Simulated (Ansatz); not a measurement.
Consider the ligand exchange at a B–Se bond: `B[Se][SiH2]Cl` + `CNBN` → `BNBNC` + `Cl[SiH2][SeH]`.

Gas-phase electronic energies from Ansatz, PBE0-D4/def2-TZVP geometries. CCSD(T)/CBS adds triple-zeta CCSD(T) − MP2 to the extrapolated MP2 energy (def2 sets, frozen cores). DFT in def2-TZVPP. B3LYP here is the variant with VWN-RPA as its local correlation; programs differ in this. For Se outer-core shells are correlated without core-valence functions, which leaves a few kJ/mol of doubt a bond. Scalar relativity is left out up to krypton. Each species was taken in one conformer, which may not be the lowest.

```json
{"level": "B3LYP-D4", "ΔE (kcal/mol)": "-7.9", "difference from CCSD(T)/CBS": "-1.1"}
{"level": "PBE", "ΔE (kcal/mol)": "-5.9", "difference from CCSD(T)/CBS": "0.9"}
{"level": "B3LYP", "ΔE (kcal/mol)": "-7.7", "difference from CCSD(T)/CBS": "-0.9"}
{"level": "MP2/def2-TZVPP", "ΔE (kcal/mol)": "-6.1", "difference from CCSD(T)/CBS": "0.7"}
{"level": "CCSD(T)/def2-TZVPP", "ΔE (kcal/mol)": "-7.2", "difference from CCSD(T)/CBS": "-0.4"}
{"level": "HF/def2-QZVPP", "ΔE (kcal/mol)": "-8.6", "difference from CCSD(T)/CBS": "-1.8"}
{"level": "MP2/def2-QZVPP", "ΔE (kcal/mol)": "-6.0", "difference from CCSD(T)/CBS": "0.8"}
{"level": "SCS-MP2/def2-QZVPP", "ΔE (kcal/mol)": "-6.9", "difference from CCSD(T)/CBS": "-0.1"}
{"level": "HF/CBS(def2)", "ΔE (kcal/mol)": "-8.6", "difference from CCSD(T)/CBS": "-1.8"}
{"level": "MP2/CBS(def2)", "ΔE (kcal/mol)": "-5.7", "difference from CCSD(T)/CBS": "1.1"}
{"level": "CCSD(T)/CBS", "ΔE (kcal/mol)": "-6.8", "difference from CCSD(T)/CBS": "0"}
```

Largest T1 diagnostic among the species: 0.013.

In def2-TZVPP, CCSD(T) changes the Hartree–Fock value by +1.2 kcal/mol (the triples alone add +0.3 kcal/mol) and MP2 by +2.2 kcal/mol.
